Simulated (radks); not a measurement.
Initial-state core-level shifts of the strontium ion Sr+ when its valence configuration changes from [Kr] 5s1. Method: Dirac Kohn-Sham, PBEsol, spin-unpolarised, spherical densities, point nucleus; open shells are shared between the two j in proportion to 2j + 1; computed with a radial shooting solver on a logarithmic mesh with Libxc functionals. Shifts are changes of the shell-averaged eigenvalues in eV (positive: less bound).

| valence | 1s | 2s | 2p | 4p |
|---|---|---|---|---|
| 5p1 | -1.287 | -1.288 | -1.286 | -1.217 |
| 4d1 | +2.014 | +2.194 | +2.179 | +1.956 |
| 5s0.5 5p0.5 | -0.646 | -0.647 | -0.646 | -0.613 |
